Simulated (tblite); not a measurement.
Record of a relaxation.

Species: C6H7FGe.
SMILES with atom numbers: `[CH:1]#[C:2][Ge@@H:3]1[CH2:4][CH:5]=[CH:6][C@@H:7]1[F:8]` (hydrogens: H9 on C1; H10 on Ge3; H11, H12 on C4; H13 on C5; H14 on C6; H15 on C7)

Computed with GFN2-xTB (tblite), gas phase: L-BFGS steps from a force-field or distance-geometry start until the largest atomic force falls under 0.01 eV/Å. 8 of its 57 geometries are shown.

Step 0: E = -623.8592 eV, largest atomic force 4.731 eV/Å
```
atom  x, y, z in Å  |  force x, y, z in eV/Å
C1      2.677    1.057    1.214    0.800   0.447   0.947
C2      1.920    0.707    0.354    0.226  -0.021   0.007
Ge3     0.782    0.130   -1.001   -0.032   0.748  -1.865
C4     -0.965    1.086   -0.969    0.956   0.459   0.361
C5     -1.643    0.205    0.026   -2.430   3.644   0.205
C6     -1.253   -1.001    0.172   -0.597  -4.239   2.013
C7     -0.128   -1.546   -0.606    0.553   0.455  -0.177
F8      0.773   -2.260    0.169   -0.384  -0.931   0.038
H9      3.341    1.396    1.989   -0.493  -0.270  -0.535
H10     1.393    0.172   -2.397    0.328   0.045   0.151
H11    -1.439    1.099   -1.961    0.021   0.260   0.521
H12    -0.762    2.093   -0.551   -0.767  -0.272  -0.489
H13    -2.506    0.633    0.623    1.025  -0.530  -0.743
H14    -1.756   -1.684    0.923    0.641   0.678  -0.892
H15    -0.439   -2.079   -1.513    0.154  -0.473   0.457
```

Step 8: E = -624.3821 eV, largest atomic force 0.237 eV/Å
```
atom  x, y, z in Å  |  force x, y, z in eV/Å
C1      2.684    1.071    1.218   -0.055  -0.037  -0.154
C2      1.970    0.712    0.317    0.213   0.098  -0.036
Ge3     0.810    0.185   -1.092   -0.039  -0.143  -0.010
C4     -0.936    1.108   -0.925   -0.045   0.049  -0.049
C5     -1.674    0.219    0.032    0.049   0.119   0.072
C6     -1.284   -1.037    0.203    0.083   0.042   0.057
C7     -0.104   -1.522   -0.578    0.008  -0.130   0.034
F8      0.696   -2.375    0.162    0.039  -0.014   0.209
H9      3.327    1.383    1.991   -0.031  -0.024   0.047
H10     1.492    0.189   -2.448    0.070   0.047   0.109
H11    -1.441    1.140   -1.891   -0.077  -0.059  -0.091
H12    -0.879    2.138   -0.582   -0.069   0.039   0.167
H13    -2.500    0.641    0.586   -0.049  -0.041  -0.051
H14    -1.751   -1.711    0.909    0.022   0.025  -0.121
H15    -0.414   -2.132   -1.430   -0.117   0.030  -0.183
```

Step 16: E = -624.4045 eV, largest atomic force 0.040 eV/Å
```
atom  x, y, z in Å  |  force x, y, z in eV/Å
C1      2.695    1.071    1.199    0.006  -0.004  -0.024
C2      2.011    0.728    0.270    0.029   0.024   0.013
Ge3     0.811    0.180   -1.094    0.011  -0.026  -0.002
C4     -0.940    1.115   -0.924   -0.027  -0.001   0.009
C5     -1.668    0.224    0.035   -0.037   0.009   0.009
C6     -1.275   -1.030    0.205   -0.027  -0.024   0.008
C7     -0.101   -1.533   -0.570   -0.006  -0.003   0.015
F8      0.677   -2.385    0.194    0.025   0.010   0.011
H9      3.311    1.372    1.998    0.015  -0.004   0.009
H10     1.525    0.203   -2.426    0.011   0.005  -0.025
H11    -1.456    1.135   -1.886    0.004   0.008  -0.021
H12    -0.902    2.139   -0.558    0.029   0.016   0.010
H13    -2.511    0.631    0.572   -0.033   0.003  -0.002
H14    -1.754   -1.711    0.890   -0.020  -0.017   0.005
H15    -0.427   -2.129   -1.431    0.020   0.005  -0.015
```

Step 24: E = -624.4064 eV, largest atomic force 0.070 eV/Å
```
atom  x, y, z in Å  |  force x, y, z in eV/Å
C1      2.708    1.073    1.192   -0.014  -0.010  -0.025
C2      2.023    0.738    0.260    0.009   0.009   0.030
Ge3     0.811    0.182   -1.093    0.040  -0.045   0.036
C4     -0.941    1.112   -0.920   -0.039   0.016   0.014
C5     -1.680    0.220    0.032   -0.005  -0.010   0.003
C6     -1.286   -1.034    0.205    0.001  -0.030  -0.020
C7     -0.103   -1.532   -0.562    0.035   0.027  -0.007
F8      0.679   -2.377    0.206   -0.006   0.008   0.013
H9      3.321    1.366    1.997    0.008  -0.006  -0.027
H10     1.526    0.204   -2.429   -0.025  -0.002   0.004
H11    -1.452    1.143   -1.884   -0.013  -0.003  -0.031
H12    -0.895    2.134   -0.550    0.002   0.047   0.037
H13    -2.531    0.625    0.562    0.016  -0.007  -0.032
H14    -1.770   -1.718    0.885   -0.004   0.010  -0.015
H15    -0.414   -2.128   -1.429   -0.005  -0.004   0.021
```

Step 32: E = -624.4148 eV, largest atomic force 0.067 eV/Å
```
atom  x, y, z in Å  |  force x, y, z in eV/Å
C1      2.788    1.074    1.155    0.023  -0.013  -0.001
C2      2.063    0.776    0.242    0.011  -0.043   0.004
Ge3     0.806    0.198   -1.059   -0.012  -0.001   0.040
C4     -0.944    1.129   -0.885   -0.021  -0.019  -0.002
C5     -1.732    0.195   -0.017   -0.011  -0.008   0.017
C6     -1.329   -1.053    0.168    0.013   0.019   0.017
C7     -0.079   -1.520   -0.507   -0.021  -0.004  -0.036
F8      0.684   -2.323    0.323   -0.016   0.045   0.006
H9      3.442    1.334    1.939   -0.005   0.025  -0.022
H10     1.448    0.187   -2.429    0.034   0.013   0.014
H11    -1.428    1.215   -1.860    0.013   0.065  -0.007
H12    -0.898    2.128   -0.449   -0.028  -0.025  -0.025
H13    -2.639    0.569    0.435   -0.009   0.003   0.020
H14    -1.859   -1.757    0.791    0.011   0.002  -0.012
H15    -0.328   -2.145   -1.373    0.016  -0.060  -0.013
```

Step 40: E = -624.4220 eV, largest atomic force 0.100 eV/Å
```
atom  x, y, z in Å  |  force x, y, z in eV/Å
C1      2.869    1.063    1.115    0.004   0.013   0.006
C2      2.100    0.764    0.239   -0.030  -0.020   0.002
Ge3     0.795    0.208   -1.026   -0.054   0.064   0.054
C4     -0.961    1.146   -0.859    0.025  -0.003   0.007
C5     -1.783    0.173   -0.065    0.002  -0.007  -0.032
C6     -1.370   -1.072    0.120   -0.002   0.035   0.013
C7     -0.072   -1.515   -0.478   -0.047  -0.036   0.019
F8      0.678   -2.242    0.434   -0.005   0.012   0.018
H9      3.552    1.334    1.871   -0.014  -0.007  -0.043
H10     1.411    0.190   -2.401    0.065   0.021  -0.060
H11    -1.403    1.311   -1.845    0.003  -0.036   0.060
H12    -0.925    2.118   -0.362    0.011  -0.049  -0.005
H13    -2.724    0.520    0.342    0.032   0.004  -0.006
H14    -1.923   -1.791    0.706    0.004   0.007  -0.030
H15    -0.248   -2.199   -1.318    0.006   0.002  -0.004
```

Step 48: E = -624.4254 eV, largest atomic force 0.043 eV/Å
```
atom  x, y, z in Å  |  force x, y, z in eV/Å
C1      2.922    1.062    1.076    0.011   0.002   0.007
C2      2.111    0.758    0.241   -0.017   0.013  -0.014
Ge3     0.785    0.217   -1.006   -0.013   0.005   0.035
C4     -0.967    1.153   -0.830    0.038  -0.002  -0.020
C5     -1.818    0.156   -0.105    0.021   0.008   0.021
C6     -1.402   -1.087    0.082   -0.029   0.012  -0.018
C7     -0.069   -1.512   -0.448   -0.014  -0.007   0.005
F8      0.661   -2.175    0.528    0.011  -0.013   0.007
H9      3.641    1.328    1.799   -0.007   0.003  -0.008
H10     1.405    0.209   -2.384    0.008   0.006  -0.007
H11    -1.391    1.365   -1.814   -0.012   0.021   0.006
H12    -0.934    2.097   -0.284    0.009  -0.009  -0.018
H13    -2.779    0.489    0.260   -0.008  -0.001   0.007
H14    -1.984   -1.818    0.623    0.009  -0.029  -0.008
H15    -0.184   -2.234   -1.265   -0.007  -0.010   0.005
```

Step 56: E = -624.4261 eV, largest atomic force 0.009 eV/Å
```
atom  x, y, z in Å  |  force x, y, z in eV/Å
C1      2.926    1.063    1.070    0.001   0.007   0.002
C2      2.106    0.763    0.243    0.002   0.000  -0.003
Ge3     0.783    0.215   -1.003   -0.005  -0.001   0.004
C4     -0.965    1.153   -0.829    0.001   0.001   0.000
C5     -1.818    0.155   -0.106    0.002   0.003   0.003
C6     -1.407   -1.090    0.076   -0.002   0.004  -0.007
C7     -0.071   -1.515   -0.445   -0.004  -0.003  -0.002
F8      0.656   -2.170    0.539   -0.003  -0.004  -0.007
H9      3.649    1.331    1.788   -0.001   0.005   0.001
H10     1.409    0.216   -2.380    0.001  -0.006  -0.005
H11    -1.393    1.374   -1.808    0.003  -0.001   0.002
H12    -0.926    2.095   -0.279    0.002  -0.006   0.005
H13    -2.782    0.489    0.255   -0.002  -0.004   0.006
H14    -1.991   -1.827    0.608   -0.002   0.008  -0.004
H15    -0.182   -2.243   -1.257    0.005  -0.003   0.004
```

Problem. Summarise the path.

Solution. The energy falls by 13.07 kcal/mol from step 0 to step 56; nine tenths of that is first reached at step 8. It rises by more than 0.2 meV at step 3. The largest force goes from 4.731 to 0.009 eV/Å. Among the bonds Ge3–C7 changes most, from 1.947 to 2.008 Å; the atoms move by 0.301 Å rms after alignment.

Problem. Follow the three bonds and two angles with the largest change from start to end.

Solution. 
| step | E above end (kcal/mol) | largest force (eV/Å) | Ge3–C7 (Å) | C6–H14 (Å) | C5–H13 (Å) | Ge3–C4–H12 (°) | F8–C7–H15 (°) |
| --- | --- | --- | --- | --- | --- | --- | --- |
| 0 | 13.07 | 4.731 | 1.947 | 1.133 | 1.134 | 106.4 | 113.4 |
| 2 | 5.61 | 1.661 | 1.958 | 1.069 | 1.078 | 108.8 | 111.6 |
| 5 | 2.74 | 0.547 | 1.979 | 1.077 | 1.079 | 110.8 | 108.0 |
| 7 | 1.31 | 0.310 | 2.001 | 1.080 | 1.078 | 113.8 | 104.0 |
| 10 | 0.69 | 0.231 | 2.006 | 1.081 | 1.083 | 116.1 | 104.8 |
| 12 | 0.58 | 0.114 | 2.009 | 1.079 | 1.081 | 116.3 | 105.6 |
| 15 | 0.51 | 0.064 | 2.011 | 1.078 | 1.080 | 116.2 | 105.5 |
| 17 | 0.49 | 0.048 | 2.009 | 1.079 | 1.080 | 116.0 | 105.4 |
| 19 | 0.48 | 0.056 | 2.008 | 1.079 | 1.080 | 115.6 | 105.5 |
| 22 | 0.47 | 0.030 | 2.012 | 1.079 | 1.081 | 115.5 | 105.5 |
| 24 | 0.45 | 0.070 | 2.013 | 1.080 | 1.081 | 115.5 | 105.5 |
| 27 | 0.39 | 0.105 | 2.010 | 1.079 | 1.082 | 115.4 | 105.5 |
| 29 | 0.33 | 0.109 | 2.006 | 1.079 | 1.081 | 115.2 | 105.6 |
| 32 | 0.26 | 0.067 | 2.010 | 1.080 | 1.080 | 115.2 | 105.5 |
| 34 | 0.22 | 0.115 | 2.013 | 1.080 | 1.081 | 115.3 | 105.4 |
| 37 | 0.14 | 0.086 | 2.009 | 1.079 | 1.081 | 115.1 | 105.1 |
| 39 | 0.11 | 0.083 | 2.006 | 1.079 | 1.081 | 115.2 | 105.1 |
| 41 | 0.08 | 0.107 | 2.005 | 1.080 | 1.081 | 115.5 | 105.3 |
| 44 | 0.04 | 0.045 | 2.009 | 1.080 | 1.082 | 115.4 | 105.5 |
| 46 | 0.03 | 0.040 | 2.009 | 1.080 | 1.081 | 115.2 | 105.5 |
| 49 | 0.01 | 0.047 | 2.007 | 1.080 | 1.081 | 115.0 | 105.2 |
| 51 | 0.00 | 0.022 | 2.007 | 1.080 | 1.082 | 114.9 | 105.2 |
| 54 | 0.00 | 0.015 | 2.008 | 1.080 | 1.081 | 114.9 | 105.3 |
| 56 | 0.00 | 0.009 | 2.008 | 1.080 | 1.081 | 114.8 | 105.3 |

The cost below is that of the whole relaxation. Hardware: Arm Neoverse N1, one thread, shared host. Cost: 0.62 s wall.
